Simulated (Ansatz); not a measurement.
Computed with Ansatz on PBE0-D4/def2-TZVP structures; ΔE is electronic, products minus reactants. CCSD(T)/CBS adds triple-zeta CCSD(T) − MP2 to the extrapolated MP2 energy (def2 sets, frozen cores). Functionals use def2-TZVPP. For Se outer-core shells are correlated without core-valence functions, which leaves a few kJ/mol of doubt a bond. Scalar relativity is left out up to krypton. Each species was taken in one conformer, which may not be the lowest.

`S[SiH2]C[SeH]` + `O[SiH](F)F` → `F[SiH](F)O[SiH2]S` + `C[SeH]`  (ligand exchange at the Si–C bond)

(1) Is it downhill or uphill in electronic energy at CCSD(T)/CBS, and by how much? (Best estimate.)

(2) What do these levels give: r2SCAN-D4, PBE0, MP2/def2-TZVPP, CCSD/def2-TZVPP, MP2/def2-QZVPP, MP2/CBS(def2)? (Estimate.)

Largest T1 diagnostic among the species: 0.012.

Answers

(1) Computed: Downhill: ΔE = -111.8 kJ/mol.

(2) Ansatz gave: r2SCAN-D4 -113.3, PBE0 -107.3, MP2/def2-TZVPP -110.8, CCSD/def2-TZVPP -116.9, MP2/def2-QZVPP -111.2, MP2/CBS(def2) -109.9 kJ/mol.

From PBE to PBE0 (25 % exact exchange), in def2-TZVPP and without D4, ΔE moves by −5.5 kJ/mol. In def2-TZVPP, CCSD(T) changes the Hartree–Fock value by +27.0 kJ/mol (the triples alone add +4.2 kJ/mol) and MP2 by +29.0 kJ/mol.
